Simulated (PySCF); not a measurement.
An equivalent PySCF input for Be⁺ (beryllium, charge +1), [He] 2s1, 2S determinant, with the non-relativistic Hamiltonian (point nucleus):

```python
from pyscf import gto, scf, dft, mp, cc
import basis_set_exchange as bse
mol = gto.M(atom="Be 0 0 0", charge=1, spin=1, symmetry="D2h",
            basis=gto.basis.parse(bse.get_basis("aug-cc-pCVTZ", elements=["Be"], fmt="nwchem")))
mf = dft.UKS(mol, xc="PBE")
mf.irrep_nelec = {'Ag': (2, 1)}
mf.kernel()
```

It reaches the same state as the run whose output follows, with an energy that differs only through the grid. The run itself started from symmetry-adapted Hartree-Fock orbitals and held the occupation by maximum overlap, on a logarithmic radial grid, so the iterations belong to that start.

```
SCF conv_tol = 1e-09
number electrons alpha = 2  beta = 1
XC functionals = PBE
    J. P. Perdew, K. Burke, and M. Ernzerhof.,  Phys. Rev. Lett. 77, 3865 (1996)
    J. P. Perdew, K. Burke, and M. Ernzerhof.,  Phys. Rev. Lett. 78, 1396 (1997)
    J. P. Perdew, K. Burke, and M. Ernzerhof.,  Phys. Rev. Lett. 77, 3865 (1996)
    J. P. Perdew, K. Burke, and M. Ernzerhof.,  Phys. Rev. Lett. 78, 1396 (1997)
cycle= 1 E= -14.2988819641045  delta_E= -0.00179  |g|= 0.00745  |ddm|= 0.14
cycle= 2 E= -14.2988872195569  delta_E= -5.26e-06  |g|= 0.00122  |ddm|= 0.0207
cycle= 3 E= -14.2988873691238  delta_E= -1.5e-07  |g|= 1.61e-05  |ddm|= 0.00101
cycle= 4 E= -14.2988873692295  delta_E= -1.06e-10  |g|= 8.72e-07  |ddm|= 0.000246
converged SCF energy = -14.2988873692295  <S^2> = 0.75000043  2S+1 = 2.0000004
```
